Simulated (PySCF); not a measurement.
A structure optimised at PBE0-D3(BJ)/def2-SVP, used in a PySCF frequency run:

```xyz
10

Zr     0.0541     0.1645     0.0000
Cl    -0.0162    -1.0069    -2.0447
Cl    -0.0162    -1.0069     2.0447
N      1.5631     1.4755     0.0000
H      2.0248     1.8498    -0.8280
H      2.0248     1.8498     0.8280
C     -1.7368     1.4396     0.0000
H     -2.6449     0.8094     0.0000
H     -1.7713     2.0895     0.8918
H     -1.7713     2.0895    -0.8918
```
Charge 0, spin multiplicity 1.

Question: Write its SMILES, formula and point group.

Answer: [CH3][Zr]([NH2])([Cl])[Cl], CH5Cl2NZr, Cs

Question: What are its rotational constants (standard atomic weights)?

Answer: 2.1238, 1.2904, 1.1354 GHz
